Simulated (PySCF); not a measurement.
Electric field gradients and quadrupole coupling constants

Species: C5H10OP2.
Structure used (GFN2-xTB), in Å, numbered top down from 1:
```
atom  x, y, z in Å
C1    -2.5607   -0.6248    1.7313
O2    -1.9143    0.2255    0.8188
C3    -0.8721   -0.2611    0.0743
C4    -0.5103   -1.7199    0.1438
C5    -0.1666    0.5676   -0.6625
P6     0.5492    1.4553   -1.8300
C7     2.0195    2.1837   -0.8840
P8     3.2144    0.9707   -0.1428
H9    -3.3284   -0.0120    2.2016
H10   -1.8776   -0.9945    2.5027
H11   -3.0384   -1.4753    1.2349
H12   -0.2221   -2.0049    1.1557
H13    0.3230   -1.9146   -0.5259
H14   -1.3566   -2.3346   -0.1617
H15    1.6491    2.8232   -0.0769
H16    2.5831    2.8227   -1.5722
H17    2.2422    0.1880    0.4804
H18    3.2575    0.1113   -1.2439
```

Field gradients from the PBE0/pcSseg-1 density (PySCF, non-relativistic), principal values in atomic units, ordered |Vxx| ≤ |Vyy| ≤ |Vzz|:

| atom | Vxx | Vyy | Vzz |
| --- | --- | --- | --- |
| O2 | -0.3523 | -1.6421 | 1.9943 |

Task: Find the asymmetry η = (Vxx − Vyy)/Vzz and the couplings χ = eQV/h (234.96 MHz × Q in barn × V in au), with Q(17O) = −0.0256 b.

Result: 
| atom | environment | nucleus | η | χzz (MHz) | χxx (MHz) | χyy (MHz) |
| --- | --- | --- | --- | --- | --- | --- |
| O2 | ether oxygen | 17O | 0.65 | -12.00 | 2.12 | 9.88 |

Task: What is Vzz at O2 in SI units (1 au = 9.71736 × 10²¹ V/m²)?

Result: 1.9943 au = 19.380 × 10²¹ V/m².

Task: What couplings would deuterons (Q(2H) = 0.00286 b) have in place of the hydrogens, at this geometry?

Result: 
```tsv
atom	bonded to	bond length (Å)	Vzz (au)	η	χzz (kHz)
H9	C1	1.089	0.3033	0.07	204
H10	C1	1.095	0.2921	0.08	196
H11	C1	1.094	0.2924	0.08	197
H12	C4	1.090	0.3087	0.03	207
H13	C4	1.087	0.3118	0.03	210
H14	C4	1.090	0.3098	0.03	208
H15	C7	1.094	0.3054	0.03	205
H16	C7	1.095	0.3024	0.03	203
H17	P8	1.395	0.1988	0.08	134
H18	P8	1.397	0.1975	0.09	133
```

Isolated species at its GFN2-xTB geometry (one conformer only). GFN2-xTB bond lengths can be off by several hundredths of an ångström, more for odd bonds, and the gradients follow them. With a basis this small, the couplings can be 20 % off.
